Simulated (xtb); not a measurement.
Input for xtb: GFN1-xTB on AlSi, 2S+1 = 4, a spin state set in the input, which need not be the lowest, a point of a bond scan (R = 2.307 Å).

```
$ xtb mol.xyz --gfn 1 --sp --chrg 0 --uhf 3
2

Al     0.00000000     0.00000000     0.00000000
Si     0.00000000     0.00000000     2.30742200
```

Question: Give the final energy of this run.

Answer: -2.9178 hartree.
